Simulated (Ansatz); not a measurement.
Calculated with Ansatz (gas phase, PBE0-D4/def2-TZVP geometries, no zero-point term in ΔE). CCSD(T)/CBS adds triple-zeta CCSD(T) − MP2 to the extrapolated MP2 energy (def2 sets, frozen cores). Functionals use def2-TZVPP. B3LYP here is the variant with VWN-RPA as its local correlation; programs differ in this. def2 core potentials past Kr. For Ge, I, Sn outer-core shells are correlated without core-valence functions, which leaves a few kJ/mol of doubt a bond. Scalar relativity is left out up to krypton. Each species was taken in one conformer, which may not be the lowest.

Consider the redistribution: `[OH][GeH2][I]` + `[OH][Sn]([OH])([OH])[F]` → `[F][GeH2][I]` + `[OH][Sn]([OH])([OH])[OH]`.

| level | ΔE (kJ/mol) | difference from CCSD(T)/CBS |
| --- | --- | --- |
| LDA (SPW92) | 1.8 | 0.5 |
| BLYP-D4 | 1.5 | 0.2 |
| B3LYP-D4 | 1.4 | 0.1 |
| r2SCAN0-D4 | 2.3 | 1.0 |
| PBE-QIDH | 1.6 | 0.3 |
| PBE | 2.6 | 1.3 |
| B3LYP | 1.3 | 0.0 |
| r2SCANh | 2.5 | 1.2 |
| CAM-B3LYP | 1.0 | -0.3 |
| LC-ωPBE | 2.7 | 1.4 |
| CCSD(T)/CBS | 1.3 | 0 |

Largest T1 diagnostic among the species: 0.015.

Leaving LDA and LC-ωPBE aside and taking each functional with its dispersion term where it has one, the values, not all of them listed here, spread over 2.3 kJ/mol, from B2PLYP to revPBE-D4.
